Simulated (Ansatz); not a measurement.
Cost and result up the ladder for Mg₅H₁₀ (15 atoms). Total charge 0; singlet. Geometry: r2SCAN-D4/def2-SVP.

Cartesian coordinates in Å:
```
Mg 1.201 1.061 -0.248
Mg -0.958 -0.103 1.345
Mg -1.051 -1.690 -1.115
Mg 1.917 -0.741 2.006
Mg -1.144 1.783 -1.759
H 0.795 1.858 -1.778
H 2.972 -1.976 2.513
H -0.785 -3.243 -1.771
H -0.627 1.463 0.386
H 2.378 0.870 1.089
H -2.239 3.044 -2.108
H 0.206 -0.262 2.701
H -2.018 -1.249 0.506
H 0.571 -0.776 0.135
H -1.218 -0.040 -1.902
```

Ansatz on 4 threads of Arm Neoverse V1 on a shared host. Times are rough, and most runs start from the orbitals of an earlier one. ωB97X-V/def2-TZVP serves as the yardstick here, not as an exact answer. Differences are given only for rows in sets of like size (and for xTB, whose basis is part of the method), since another set adds its own error. Binding counts from free atoms at the same level (Mg singlet, H doublet; other spins of the atoms weren't run), without zero-point energy or a counterpoise term.

Correlated methods freeze 5 core orbitals; core or outer-core shells of Mg are correlated, in sets that lack core-valence functions. The rows differ in basis, and correlated rows in double-zeta sets carry the largest basis error. Another isomer (singlet) lies 0.18 eV lower at PBE0-D4/def2-TZVP; other spin states weren't run for this one.

Correlated methods converge slowly with the basis, most of all in double-zeta sets.

```csv
level,functions,wall time
HF/STO-3G,55,0.2 s
PBE-D4/def2-SVP,140,2.2 s
PBE0-D4/def2-SVP,140,2.7 s
HF/def2-TZVP,220,2.8 s
revPBE-D4/def2-TZVP,220,3.1 s
PBE-D4/def2-TZVP (with forces),220,3.8 s
MP2/def2-TZVP,220,3.9 s
PBE0-D4/def2-TZVP,220,6 s
r2SCAN-D4/def2-TZVP,220,7 s
ωB97X-V/def2-TZVP,220,14 s
CCSD(T)/def2-SVP,140,67 s
```

Task: Estimate what each level gives for the binding energy per atom (eV).

Result: 
```
                         level  binding energy per atom (eV)  difference from ωB97X-V/def2-TZVP (eV)
                     HF/STO-3G                          2.88                                       –
               PBE-D4/def2-SVP                          1.87                                       –
              PBE0-D4/def2-SVP                          1.88                                       –
                  HF/def2-TZVP                          1.49                                   -0.48
           revPBE-D4/def2-TZVP                          1.90                                   -0.08
PBE-D4/def2-TZVP (with forces)                          1.88                                   -0.09
                 MP2/def2-TZVP                          1.77                                   -0.20
             PBE0-D4/def2-TZVP                          1.90                                   -0.07
           r2SCAN-D4/def2-TZVP                          1.99                                    0.02
             ωB97X-V/def2-TZVP                          1.97                                    0.00
              CCSD(T)/def2-SVP                          1.82                                       –
```
